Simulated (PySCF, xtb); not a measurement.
C4H2BrF, SMILES F/C(=C/Br)C#C.

Harmonic wavenumbers (cm⁻¹) from GFN2-xTB in xtb at its own minimum, in rising order: 90, 201, 225, 237, 329, 516, 517, 665, 679, 707, 764, 859, 1118, 1250, 1627, 2247, 3105, 3394.

Problem. What does B3LYP-D3(BJ)/def2-SVP (PySCF 2.14.0) give at its own minimum? (Estimate from the structure and the level; the computed values follow.)

Solution. 108, 220, 254, 277, 356, 595, 632, 682, 722, 736, 804, 891, 1165, 1313, 1677, 2223, 3231, 3468. Paired by order, the mean absolute difference is 48 cm⁻¹ and the zero-point energies are 26.5 and 27.7 kcal/mol.
